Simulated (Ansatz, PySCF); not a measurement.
CH4BrFOSi, SMILES Br[Si](C)(O)F. Atoms are numbered in the order given.

```xyz
9

C      2.0216    -0.2200    -1.0502
Si     0.1993    -0.1486    -0.8114
O     -0.4852    -1.5382    -1.3546
F     -0.4268     1.1104    -1.6157
Br    -0.3391     0.1939     1.3162
H      2.4527    -1.0439    -0.4634
H      2.4880     0.7224    -0.7290
H      2.2542    -0.3859    -2.1132
H     -1.4242    -1.6739    -1.1942
```

Coordinates come from a PBE0-D3(BJ)/def2-SVP optimisation. The structure was generated by enumeration, and PubChem lists no compound with its InChIKey, so it may never have been made. The values are those of a single conformer.

Two levels are set side by side: PBE-D3(BJ)/def2-SVP (Ansatz, a program for electronic structure) and PBE0-D3(BJ)/def2-SVP (Ansatz). Each level has its own optimised geometry; the coordinates shown are those of the second. Frequencies come from the Hessian of PySCF at each geometry. Differences are taken from unrounded values.

| quantity | PBE0-D3(BJ) |
|---|---|
| mean bond length (Å) | 1.448 |
| bond C1–Si2 (Å) | 1.839 |
| bond Si2–O3 (Å) | 1.642 |
| bond Si2–F4 (Å) | 1.620 |
| bond Si2–Br5 (Å) | 2.221 |
| bond C1–H6 (Å) | 1.100 |
| bond C1–H7 (Å) | 1.099 |
| bond C1–H8 (Å) | 1.101 |
| bond O3–H9 (Å) | 0.962 |
| highest harmonic wavenumber (cm⁻¹) | 3931 |
| mean harmonic wavenumber (cm⁻¹) | 1166 |
| zero-point energy (kcal/mol) | 35.00 |

What does PBE-D3(BJ) give, and how far is it from PBE0-D3(BJ)? (The exact figures need the calculation; the answer reports its results.)


```
quantity                            PBE-D3(BJ)  PBE-D3(BJ) minus PBE0-D3(BJ)
----------------------------------  ----------  ----------------------------
mean bond length (Å)                     1.461                         0.013
bond C1–Si2 (Å)                          1.852                         0.013
bond Si2–O3 (Å)                          1.660                         0.018
bond Si2–F4 (Å)                          1.636                         0.016
bond Si2–Br5 (Å)                         2.240                         0.019
bond C1–H6 (Å)                           1.107                         0.008
bond C1–H7 (Å)                           1.107                         0.008
bond C1–H8 (Å)                           1.109                         0.008
bond O3–H9 (Å)                           0.974                         0.011
highest harmonic wavenumber (cm⁻¹)        3764                          -167
mean harmonic wavenumber (cm⁻¹)           1129                           -37
zero-point energy (kcal/mol)             33.88                         -1.12
```

GGA bonds tend to be longer and softer than those of functionals with exact exchange. Differences between two approximate levels are no errors against the true value.
